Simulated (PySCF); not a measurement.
`O=C1OCc2ccc(C(F)(F)F)cc21`. Method used: PySCF 2.14.0, B3LYP/def2-SV(P) geometry optimisation, gas phase.

```
atom  x, y, z in Å
O1    -1.6708    2.9992   -0.3537
C2    -1.6982    1.8209   -0.1436
O3    -2.8577    1.1268    0.0903
C4    -2.6130   -0.2616    0.3146
C5    -1.1182   -0.4206    0.1981
C6    -0.2839   -1.5332    0.3190
C7     1.0910   -1.3446    0.1523
C8     1.6231   -0.0716   -0.1313
C9     3.1117    0.0691   -0.3534
F10    3.8138   -0.6846    0.5117
F11    3.5215    1.3393   -0.2151
F12    3.4621   -0.3302   -1.5898
C13    0.7839    1.0402   -0.2473
C14   -0.5848    0.8353   -0.0783
H15   -2.9975   -0.5360    1.3139
H16   -3.1673   -0.8490   -0.4401
H17   -0.6799   -2.5288    0.5404
H18    1.7687   -2.1971    0.2479
H19    1.1759    2.0373   -0.4589
```

**Question.** Which two atoms are farthest apart?

**Answer.** F12···H15, 7.09 Å; the next longest distance is 7.05 Å.

**Question.** Where is the centre of mass (commonest isotopes), and what is the radius of gyration?

**Answer.** Mass 202.024 u; centre at (0.656, 0.345, -0.135) Å; Rg = √(Σ m r²/M) = 2.756 Å. As Ia + Ib + Ic = 2 Σ m r², the three principal moments sum to 3069.7 u·Å².

**Question.** How far apart are these pairs, which share no bond: C2···C6, O3···C9, C4···C9, C8···F10, C8···H15, C9···H18?

**Answer.** C2···C6 3.669 Å (3 bonds apart); O3···C9 6.079 Å (5 bonds apart); C4···C9 5.773 Å (5 bonds apart); C8···F10 2.364 Å (2 bonds apart); C8···H15 4.864 Å (5 bonds apart); C9···H18 2.702 Å (3 bonds apart).

**Question.** Give the dihedral angles C9–C8–C13–H19, H19–C13–C14–C2, H16–C4–C5–C6, C13–C8–C9–F12.

**Answer.** C9–C8–C13–H19 -2° (synperiplanar); H19–C13–C14–C2 0° (synperiplanar); H16–C4–C5–C6 -62° (synclinal); C13–C8–C9–F12 -99° (anticlinal). Dihedral signs follow IUPAC: positive where, seen along the central bond, the front bond turns clockwise onto the rear one.

**Question.** What is the repulsion energy of the bare nuclei, Σ ZA·ZB/RAB?

**Answer.** 885.83 Eh over 171 pairs, with full nuclear charges and distances in bohr; the largest single term is 21.30 Eh (C9 with F11).

Whether it is a minimum is left open (no frequencies).

On 4 threads, Intel Xeon Platinum 8488C (x86_64), shared host, this took 53 s wall, 5.0 min CPU and 1.3 GiB of memory at its peak. This is the geometry optimisation.
